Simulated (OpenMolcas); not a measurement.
Pt II: from CASSCF to CASPT2

| Item | Value |
| --- | --- |
| Program | OpenMolcas 26.06 |
| Basis | ANO-RCC-VDZ [7s6p4d1f] |
| Scalar Hamiltonian | DKH2, point nucleus |
| Active space | 9 electrons in 6 orbitals (5d 6s) |
| State averaging | 2S+1 = 4 even, 10 roots; 2S+1 = 2 even, 17 roots (12 in the spin-orbit step) |
| Spin-orbit coupling | RASSI with atomic mean-field integrals over the reference wave functions, term energies averaged over their components |

Methods on the same reference wave functions:
A. CASSCF
B. SS-CASPT2, IPEA 0.25 Eh, imaginary shift 0.1 Eh (closed shells correlated: 5s 5p)

Energies in cm-1 above 5d9 2D 5/2.

```tsv
Level	A	B
5d9 2D 5/2	0.0	0.0
5d8 6s 4F 9/2	1500	5200
5d8 6s 4F 7/2	6635	9930
5d9 2D 3/2	9790	9940
```

The lowest spin-free term lies below A's lowest term by 0.140 hartree in B.

CASPT2 breaks the degeneracy within a term, and the mean is taken; among the terms shown or strongly mixed into the levels shown the widest spread is 220 cm-1 (5d8 6s 4F, B). Some high roots are left out of the spin-orbit mixing, which shifts the levels that they would mix with. A single d shell beside an s shell can misplace configurations of different d count against each other. Without dynamic correlation excited terms often stand tens of per cent too high (terms of higher spin than the ground term too low), and those without a measured partner can miss by more than the paired ones (holds for A). Levels of configurations outside the active space are missing. Levels that lie high or do not pair safely by name in every column are left out.
